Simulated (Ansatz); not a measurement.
One change: `[CH3][Hf]([OH])([OH])[OH]` becomes `[OH][Hf]([OH])([OH])[I]`.

Ansatz, PBE0-D4/def2-TZVP geometries, multiplicity 1. Each molecule was computed in one conformer, which needn't be the lowest.

Elements past krypton have def2 core potentials.

```csv
property,`[CH3][Hf]([OH])([OH])[OH]`
HOMO–LUMO gap (B3LYP/def2-TZVPP) / eV,6.68
size of the dipole moment (B3LYP/def2-TZVPP) / D,2.31
HOMO–LUMO gap (PBE0/def2-TZVPP) / eV,7.24
"ideal-gas entropy at 298 K and 1 bar (rigid rotor, harmonic PBE0-D4/def2-TZVP) / J/(mol·K)",411
LUMO energy (PBE0/def2-TZVPP) / eV,0.04
HOMO energy (B3LYP/def2-TZVPP) / eV,-6.97
```

**Question.** Give the same properties after the change, and the shifts. (Estimate.)

**Answer.** Ansatz gave: 
```json
{"property": "HOMO–LUMO gap (B3LYP/def2-TZVPP) / eV", "`[OH][Hf]([OH])([OH])[I]`": "6.46", "shift": "-0.22"}
{"property": "size of the dipole moment (B3LYP/def2-TZVPP) / D", "`[OH][Hf]([OH])([OH])[I]`": "3.98", "shift": "1.67"}
{"property": "HOMO–LUMO gap (PBE0/def2-TZVPP) / eV", "`[OH][Hf]([OH])([OH])[I]`": "7.03", "shift": "-0.21"}
{"property": "ideal-gas entropy at 298 K and 1 bar (rigid rotor, harmonic PBE0-D4/def2-TZVP) / J/(mol·K)", "`[OH][Hf]([OH])([OH])[I]`": "419", "shift": "8"}
{"property": "LUMO energy (PBE0/def2-TZVPP) / eV", "`[OH][Hf]([OH])([OH])[I]`": "-0.24", "shift": "-0.28"}
{"property": "HOMO energy (B3LYP/def2-TZVPP) / eV", "`[OH][Hf]([OH])([OH])[I]`": "-7.00", "shift": "-0.03"}
```

With PBE0 the HOMO falls by 0.07 eV and the LUMO falls by 0.28 eV, so the gap narrows by about 0.21 eV. PBE moves the HOMO by -0.24 eV and ωB97M-V by 0.13 eV. The zero-point energy changes by -88.6 kJ/mol with -9 modes. Dipoles are sizes alone; their direction can turn.

B3LYP here is the variant with VWN-RPA as its local correlation; programs differ in this.

Spin–orbit coupling is left out; it splits and shifts lone-pair levels of the heavy atoms by tenths of an eV.
